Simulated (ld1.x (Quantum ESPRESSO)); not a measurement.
Br (Z = 35) TM: all-electron and pseudo phase curves

```
Element                 : bromine (Br)
Generator               : ld1.x (Quantum ESPRESSO) 7.5
Type                    : norm-conserving Troullier–Martins (Kleinman–Bylander form)
Functional              : PBEsol
Relativity              : scalar-relativistic
Frozen core             : [Ar] 3d10
Valence charge          : 7
Reference configuration : 4s2 4p4.75 (charge +0.25)
Partial waves           : 4s (bound): rc 1.35 bohr; 4p (bound): rc 1.15 bohr; 4d channel at 0.3 Ry: rc 1.40 bohr
Local potential         : all-electron potential smoothed inside 1.05 bohr (lloc = -1)
Core correction         : a·sin(br)/r model core inside 0.60 bohr
```

The phase is arctan(r·u′/u) with u = r·R(r), unwrapped; energies in Ry, scanned from -4 to 5 Ry. A pole is an energy at which the radial function vanishes at the test radius. The pseudo phase is shifted by a multiple of π to meet the all-electron one at the reference energy, and phase errors are pseudo minus all-electron; the curves can meet again beyond the range given. Levels narrower than the energy grid can be missing from the lists of poles.

```tsv
channel	radius (bohr)	reference energy (Ry)	poles, all-electron	poles, pseudo	unbroken range about the reference energy with phases within 0.05 rad	phase error 1 Ry above the reference energy (rad)
s	1.55	-1.66	4.17	4.10	the whole range	+0.001
p	1.55	-0.74	none	2.58	below 0.5	-0.033
d	1.55	0.30	none	5.00	-3.5 to 1.5	-0.029
```

Note: ghost state, extra bound levels that the all-electron valence spectrum of the same l lacks: s at -87.8 eV. A true bound ghost makes a file unfit for plane-wave use.

Phases in the p channel:

```json
{"E (Ry)": "-4.00", "all-electron": "1.142", "pseudo": "1.129"}
{"E (Ry)": "-3.76", "all-electron": "1.121", "pseudo": "1.108"}
{"E (Ry)": "-3.52", "all-electron": "1.098", "pseudo": "1.085"}
{"E (Ry)": "-3.28", "all-electron": "1.072", "pseudo": "1.059"}
{"E (Ry)": "-3.04", "all-electron": "1.042", "pseudo": "1.029"}
{"E (Ry)": "-2.80", "all-electron": "1.007", "pseudo": "0.995"}
{"E (Ry)": "-2.56", "all-electron": "0.967", "pseudo": "0.955"}
{"E (Ry)": "-2.32", "all-electron": "0.920", "pseudo": "0.909"}
{"E (Ry)": "-2.08", "all-electron": "0.864", "pseudo": "0.854"}
{"E (Ry)": "-1.84", "all-electron": "0.797", "pseudo": "0.788"}
{"E (Ry)": "-1.60", "all-electron": "0.716", "pseudo": "0.709"}
{"E (Ry)": "-1.36", "all-electron": "0.617", "pseudo": "0.612"}
{"E (Ry)": "-1.12", "all-electron": "0.496", "pseudo": "0.494"}
{"E (Ry)": "-0.88", "all-electron": "0.351", "pseudo": "0.350"}
{"E (Ry)": "-0.64", "all-electron": "0.179", "pseudo": "0.179"}
{"E (Ry)": "-0.40", "all-electron": "-0.012", "pseudo": "-0.016"}
{"E (Ry)": "-0.16", "all-electron": "-0.213", "pseudo": "-0.225"}
{"E (Ry)": "0.08", "all-electron": "-0.409", "pseudo": "-0.432"}
{"E (Ry)": "0.32", "all-electron": "-0.585", "pseudo": "-0.622"}
{"E (Ry)": "0.56", "all-electron": "-0.737", "pseudo": "-0.788"}
{"E (Ry)": "0.80", "all-electron": "-0.863", "pseudo": "-0.928"}
{"E (Ry)": "1.04", "all-electron": "-0.966", "pseudo": "-1.046"}
{"E (Ry)": "1.28", "all-electron": "-1.052", "pseudo": "-1.146"}
{"E (Ry)": "1.52", "all-electron": "-1.122", "pseudo": "-1.233"}
{"E (Ry)": "1.76", "all-electron": "-1.181", "pseudo": "-1.311"}
{"E (Ry)": "2.00", "all-electron": "-1.230", "pseudo": "-1.384"}
{"E (Ry)": "2.24", "all-electron": "-1.272", "pseudo": "-1.457"}
{"E (Ry)": "2.48", "all-electron": "-1.308", "pseudo": "-1.535"}
{"E (Ry)": "2.72", "all-electron": "-1.340", "pseudo": "-1.628"}
{"E (Ry)": "2.96", "all-electron": "-1.367", "pseudo": "-1.752"}
{"E (Ry)": "3.20", "all-electron": "-1.392", "pseudo": "-1.949"}
{"E (Ry)": "3.44", "all-electron": "-1.414", "pseudo": "-2.320"}
{"E (Ry)": "3.68", "all-electron": "-1.433", "pseudo": "-3.002"}
{"E (Ry)": "3.92", "all-electron": "-1.451", "pseudo": "-3.658"}
{"E (Ry)": "4.16", "all-electron": "-1.467", "pseudo": "-4.002"}
{"E (Ry)": "4.40", "all-electron": "-1.482", "pseudo": "-4.179"}
{"E (Ry)": "4.64", "all-electron": "-1.496", "pseudo": "-4.285"}
{"E (Ry)": "4.88", "all-electron": "-1.509", "pseudo": "-4.356"}
```
